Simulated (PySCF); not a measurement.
## Optical rotation: `C[C@H]1O[C@H](F)C[C@H]1Cl`, C5H8ClFO

Molfile (atoms numbered from 1):
```
C5H8ClFO
     RDKit          3D

 16 16  0  0  0  0  0  0  0  0999 V2000
    1.9565    0.6727   -0.5113 C   0  0  0  0  0  0  0  0  0  0  0  0
    0.6445    0.4262    0.2074 C   0  0  1  0  0  0  0  0  0  0  0  0
   -0.3998    1.1556   -0.4343 O   0  0  0  0  0  0  0  0  0  0  0  0
   -1.5926    0.6358   -0.0210 C   0  0  2  0  0  0  0  0  0  0  0  0
   -1.9923    1.2583    1.1597 F   0  0  0  0  0  0  0  0  0  0  0  0
   -1.3899   -0.8614    0.2720 C   0  0  0  0  0  0  0  0  0  0  0  0
    0.1314   -1.0276    0.2335 C   0  0  1  0  0  0  0  0  0  0  0  0
    0.6200   -1.9388   -1.2233 Cl  0  0  0  0  0  0  0  0  0  0  0  0
    2.2152    1.7244   -0.4324 H   0  0  0  0  0  0  0  0  0  0  0  0
    2.7430    0.0724   -0.0627 H   0  0  0  0  0  0  0  0  0  0  0  0
    1.8598    0.4160   -1.5620 H   0  0  0  0  0  0  0  0  0  0  0  0
    0.7198    0.7644    1.2536 H   0  0  0  0  0  0  0  0  0  0  0  0
   -2.3720    0.8731   -0.7520 H   0  0  0  0  0  0  0  0  0  0  0  0
   -1.8847   -1.4787   -0.4743 H   0  0  0  0  0  0  0  0  0  0  0  0
   -1.7947   -1.0975    1.2554 H   0  0  0  0  0  0  0  0  0  0  0  0
    0.5283   -1.5859    1.0802 H   0  0  0  0  0  0  0  0  0  0  0  0
  1  2  1  0
  2  3  1  0
  3  4  1  0
  4  5  1  0
  4  6  1  0
  6  7  1  0
  7  8  1  0
  7  2  1  0
  1  9  1  0
  1 10  1  0
  1 11  1  0
  2 12  1  1
  4 13  1  6
  6 14  1  0
  6 15  1  0
  7 16  1  1
M  END
```

Level of theory: TDDFT LC-wPBE/def2-SVPD circular dichroism and optical rotation, one conformer, gas phase (PySCF). Geometry: GFN2-xTB.

Stereocentres: C2 R, C4 R, C7 R.

Give the optical rotatory dispersion at 633, 589.3, 546, 436, 405, 365, 355 nm.

[α] in deg dm⁻¹ (g/mL)⁻¹:
```csv
λ (nm),origin-invariant length gauge,modified velocity gauge,length gauge (centre of mass),isotropic polarisability (au)
633,+37.2,+35.6,+36.6,74.1
589.3,+43.3,+41.3,+42.5,74.3
546,+50.8,+48.5,+50.0,74.5
436,+82.2,+78.3,+80.8,75.4
405,+96.6,+91.9,+95.0,75.9
365,+121.8,+115.7,+119.7,76.6
355,+129.7,+123.1,+127.4,76.8
```

And for the mirror image at 589.3 nm?

-43.3 deg dm⁻¹ (g/mL)⁻¹ (origin-invariant length gauge): the same size and the opposite sign.

What is the molar rotation [Φ] = [α]·M/100 of the geometry above at 589.3 nm?

With M = 138.57 g/mol, +59.9 deg cm² dmol⁻¹ (origin-invariant length gauge).

The first excitation lies at 7.58 eV (164 nm) with R = +2.2 × 10⁻⁴⁰ esu² cm² (velocity form).
